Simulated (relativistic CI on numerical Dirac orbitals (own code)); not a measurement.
## The 17-electron sequence from Rb²⁰⁺ to Ba³⁹⁺

Calculated at this level of theory: Dirac-Coulomb-Breit CI, orbitals from a KLI potential per configuration, QED by a radiative potential, unscaled Slater integrals (own radial code, finite nucleus).

Configurations in the expansion (outside the closed core [Ne]): 3s²3p⁵, 3s3p⁶, 3s²3p⁴3d, 3s3p⁵3d, 3p⁶3d, 3p⁵3d², 3p⁴3d³. Double excitations out of closed p, d and f shells are left out; levels of such configurations are missing from the list, as are those of other unlisted configurations, and high levels can miss mixing partners.

Energies above each ion's lowest level, in eV. Levels are followed by their leading LS label, which can pass from one level to another where the coupling changes.

| Ion | 3s²3p⁵ ²P°3/2 | 3s²3p⁵ ²P°1/2 | 3s²3p⁴3d ⁴D5/2 | 3s²3p⁴3d ⁴D3/2 | 3s²3p⁴3d ⁴F9/2 |
| --- | --- | --- | --- | --- | --- |
| Rb²⁰⁺ | 0 | 12.458 | 90.41 | 90.672 | 96.347 |
| Sr²¹⁺ | 0 | 14.225 | 94.299 | 94.497 | 100.53 |
| Zr²³⁺ | 0 | 18.321 | 102.11 | 102.13 | 109.01 |
| Nb²⁴⁺ | 0 | 20.678 | 106.03 | 105.94 | 113.33 |
| Mo²⁵⁺ | 0 | 23.258 | 109.96 | 109.75 | 117.71 |
| Tc²⁶⁺ | 0 | 26.077 | 113.89 | 113.56 | 122.14 |
| Ru²⁷⁺ | 0 | 29.15 | 117.84 | 117.37 | 126.64 |
| Rh²⁸⁺ | 0 | 32.492 | 121.8 | 121.17 | 131.21 |
| Pd²⁹⁺ | 0 | 36.121 | 125.77 | 124.98 | 135.85 |
| Ag³⁰⁺ | 0 | 40.054 | 129.74 | 128.79 | 140.57 |
| Cd³¹⁺ | ? | ? | ? | ? | ? |
| In³²⁺ | 0 | 48.904 | 137.72 | 136.41 | 150.25 |
| Sn³³⁺ | 0 | 53.859 | 141.72 | 140.23 | 155.23 |
| Sb³⁴⁺ | 0 | 59.195 | 145.73 | 144.06 | 160.31 |
| Te³⁵⁺ | 0 | 64.933 | 149.75 | 147.89 | 165.49 |
| I³⁶⁺ | 0 | 71.093 | 153.78 | 151.73 | 170.77 |
| Xe³⁷⁺ | 0 | 77.701 | 157.82 | 155.57 | 176.17 |
| Cs³⁸⁺ | 0 | 84.778 | 161.87 | 159.42 | 181.69 |
| Ba³⁹⁺ | 0 | 92.35 | 165.93 | 163.28 | 187.34 |

(1) Fill in the row of Cd³¹⁺.

The lowest level keeps the configuration 3s²3p⁵ and J = 3/2 throughout.

Between Z = 53 and 56 the energy of 3s²3p⁵ ²P°1/2 follows a local power law Z^4.8. For orientation: electrostatic splittings inside a shell grow about linearly with the screened charge, excitations that change n as its square, and fine structure as its fourth power; written in Z itself the exponents are larger, since the screened charge grows faster in proportion.

Answers

(1) 3s²3p⁵ ²P°3/2 0, 3s²3p⁵ ²P°1/2 44.309, 3s²3p⁴3d ⁴D5/2 133.72, 3s²3p⁴3d ⁴D3/2 132.6, 3s²3p⁴3d ⁴F9/2 145.37 (eV).
